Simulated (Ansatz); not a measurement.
A CCSD(T) single point on `[SiH3][CH2][GeH2][SH]`.

```yaml
crystal:
  periodic: [false, false, false]
  atoms:
    - {symbol: Si, position_ang: [-0.714084, 1.556901, 0.009855]}
    - {symbol: C, position_ang: [-0.231103, 0.017979, 0.964805]}
    - {symbol: Ge, position_ang: [1.049540, -1.124547, 0.030465]}
    - {symbol: S, position_ang: [0.526461, -1.303461, -2.129665]}
    - {symbol: H, position_ang: [-1.661862, 1.221334, -1.081983]}
    - {symbol: H, position_ang: [-1.372767, 2.533510, 0.920738]}
    - {symbol: H, position_ang: [0.492451, 2.201376, -0.573970]}
    - {symbol: H, position_ang: [0.223483, 0.302286, 1.919203]}
    - {symbol: H, position_ang: [-1.123993, -0.569962, 1.194576]}
    - {symbol: H, position_ang: [2.444655, -0.481261, 0.017894]}
    - {symbol: H, position_ang: [1.108330, -2.526626, 0.665445]}
    - {symbol: H, position_ang: [-0.664213, -1.882630, -1.903463]}
basis:
  gaussian: {orbitals: def2-TZVPP}
correlation: {method: ccsd_t}
```

```sh
$ ansatz run in.yaml --threads 4 --pin off --events-out ev --progress --plain --max-ram 10444MiB
```

Log, shortened:

```
Functional definition: HF
1587 factors; integrals over basis functions are off by at most 9.8e-4 eV
mean field evaluation 1: about -76309.2894 eV, gradient 2.9e1 eV
mean field evaluation 2: about -76309.4898 eV, gradient 2.9e1 eV
mean field evaluation 4: about -76312.2182 eV, gradient 3.9e0 eV
mean field evaluation 8: about -76312.2731 eV, gradient 2.7e-1 eV
mean field -76312.27352527 eV, -2804.4243257370 hartree, gradient 2.5e-6 eV, S^2 0.000000; 0 other end points of the search recorded, 0 dependent functions left out
20 core orbitals not correlated: weight in the atoms' cores, before any rotation towards them, 1.000 or more for the frozen orbitals, at most 0.000 for the correlated occupied ones
reference -76312.27352527 eV, -2804.4243257370 hartree; 18, 18 occupied and 237, 237 virtual orbitals, 1587 factors
second order -20.36958132 eV of doubles, -0.00000000 eV of singles
cycle   1  -21.20601856 eV  change   -8.4e-1 eV  update   1.0e-1
cycle   2  -21.87489637 eV  change   -6.7e-1 eV  update   3.1e-2
cycle   3  -21.94931855 eV  change   -7.4e-2 eV  update   1.3e-2
cycle   4  -21.94315359 eV  change    6.2e-3 eV  update   3.1e-3
cycle   5  -21.94231161 eV  change    8.4e-4 eV  update   1.0e-3
cycle   6  -21.94193201 eV  change    3.8e-4 eV  update   3.0e-4
cycle   7  -21.94191484 eV  change    1.7e-5 eV  update   9.7e-5
cycle   8  -21.94194210 eV  change   -2.7e-5 eV  update   3.3e-5
perturbative correction -0.86222178 eV, -0.0316860660 hartree
Total energy: -76335.07768915 eV, -2805.2623633024 hartree
```

Hardware: 4 threads of an AMD EPYC 7B13 on a shared host. Wall time 3.2 min, peak host memory 7 GiB.

MP2 recovers 89.3 % of the CCSD(T) correlation energy and the triples give 3.8 %; T1 = 0.0109.
